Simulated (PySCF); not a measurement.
Computed with PBE-D3(BJ)/def2-TZVP // TPSS-D3(BJ)/def2-SVP (PySCF). Isolated molecules, 0 K electronic values unless said otherwise. 

Reference species: [Ti(Br)4] (neutral, multiplicity 1).

```json
{
 "mean_distance_from_the_central_atom_to_its_bonded_neighbours": "2.326 Å",
 "coordination_number": "4"
}
```

Changed species: [Ti(Br)(H)3] (3 of 4 Br replaced by H; the reference has 0 of 4 Br replaced by H).

What does the change do to the mean distance from the central atom to its bonded neighbours and coordination number?

the mean distance from the central atom to its bonded neighbours falls by 0.476 Å, to 1.850 Å; the coordination number stays essentially unchanged.
